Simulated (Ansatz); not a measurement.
CH$_{8}$OSi$_{2}$, SMILES `C[SiH2]O[SiH3]`, relaxed with RKS PBE-D4/def2-SVP in the Gaussian-basis code of Ansatz from a rough embedded geometry. The force threshold is 0.03 eV/Å; the program also tests the step.

Charge 0, multiplicity 1.

Start:

```xyz
12

C     0.302    1.512    1.581
Si   -0.360    0.066    0.743
O     0.304   -0.197   -0.774
Si    0.090   -1.310   -1.929
H     1.434    1.467    1.703
H    -0.103    1.733    2.562
H     0.127    2.461    0.994
H    -1.849    0.217    0.657
H    -0.145   -1.101    1.580
H     1.024   -0.911   -3.104
H    -1.280   -1.289   -2.514
H     0.455   -2.648   -1.498
```

```
step  energy (eV)  largest force (eV/Å)  largest move (Å)
   1  -18951.9222                 2.377             0.000
   2  -18952.1851                 0.919             0.075
   3  -18952.2307                 0.181             0.044
   4  -18952.2333                 0.055             0.015
   5  -18952.2351                 0.022             0.039
   6  -18952.2358                 0.032             0.040
   7  -18952.2358                 0.011             0.011
```

End:

```xyz
12

C     0.355    1.570    1.547
Si   -0.442    0.033    0.828
O     0.208   -0.237   -0.698
Si    0.121   -1.286   -1.997
H     1.453    1.441    1.635
H    -0.052    1.780    2.558
H     0.159    2.452    0.904
H    -1.935    0.211    0.712
H    -0.174   -1.164    1.705
H     1.089   -0.810   -3.040
H    -1.270   -1.304   -2.576
H     0.488   -2.686   -1.577
```

Run time 17 s (2 threads of a server CPU on a shared host); peak host memory 0.18 GiB.
